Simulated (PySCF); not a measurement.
Compound: C2H10N2OSi2.
Structure used (GFN2-xTB), in Å, numbered top down from 1:
```
atom  x, y, z in Å
C1    -3.492   -0.203   -0.640
N2    -2.516    0.424   -0.178
Si3   -1.437    0.205    1.141
Si4    0.530   -0.220    0.045
N5     1.174    0.974   -1.040
O6     1.534   -0.324    1.322
C7     2.916   -0.514    1.281
H8    -3.966    0.137   -1.558
H9    -3.929   -1.096   -0.184
H10   -1.842   -0.792    2.150
H11   -1.560    1.522    1.785
H12    0.604   -1.424   -0.806
H13    0.649    1.174   -1.876
H14    1.483    1.847   -0.637
H15    3.144   -1.582    1.240
H16    3.349   -0.089    2.187
H17    3.353   -0.028    0.408
```

Method: PySCF 2.14.0, density-fitted response routines, TDDFT B3LYP/def2-SVPD, vertical, gas phase, core orbitals frozen in the response. Note that the optimisation stopped short of convergence; the values belong to its last geometry.

Transition dipole moments from the ground state, in atomic units and in the frame of the coordinates above (overall signs are arbitrary), for the states with f of 0.002 or more among the lowest 8:

| state | E (hartree) | μx | μy | μz |
| --- | --- | --- | --- | --- |
| S2 | 0.1879 | -0.470 | -0.042 | -0.278 |
| S3 | 0.1985 | -0.400 | -0.023 | -0.210 |
| S4 | 0.2098 | 0.264 | -0.133 | -0.226 |
| S5 | 0.2190 | -0.194 | -0.035 | -0.161 |
| S6 | 0.2222 | 0.762 | 0.099 | -0.329 |
| S7 | 0.2283 | 0.138 | 0.031 | 0.035 |
| S8 | 0.2361 | 0.085 | -0.164 | 0.146 |

Problem. Work out the oscillator strengths.

Solution. f = (2/3) ΔE |μ|² with ΔE in hartree (27.2114 eV).

| state | \|μ\|² (au) | \|μ\| (D) | f |
| --- | --- | --- | --- |
| S2 | 0.300 | 1.39 | 0.038 |
| S3 | 0.205 | 1.15 | 0.027 |
| S4 | 0.139 | 0.95 | 0.019 |
| S5 | 0.065 | 0.65 | 0.009 |
| S6 | 0.699 | 2.13 | 0.104 |
| S7 | 0.021 | 0.37 | 0.003 |
| S8 | 0.055 | 0.60 | 0.009 |

Problem. Which bond between heavy atoms lies closest to the direction of the S6 transition dipole?

Solution. Si3–Si4, at 18° from it; next O6–C7 at 26°.

Problem. What angle do the transition dipoles of S3 and S4 make?

Solution. |cos θ| = |μa·μb| / (|μa| |μb|) = 0.33, so θ ≈ 71° (taken between 0 and 90°, since the signs are arbitrary).

Problem. How is the summed strength of these states shared among x, y and z?

Solution. (2/3) Σ ΔE μα² gives 0.154 for x, 0.009 for y and 0.046 for z, 0.209 in all.

Problem. What peak molar absorption coefficient would the strongest computed level give as a lone Gaussian band 0.5 eV wide at half height?

Solution. ε(max) = 2.175×10⁸ f / FWHM, with the width in cm⁻¹. S6: 2.175×10⁸ × 0.1035 / 4033 ≈ 5600 L mol⁻¹ cm⁻¹.

One conformer stands for the species.
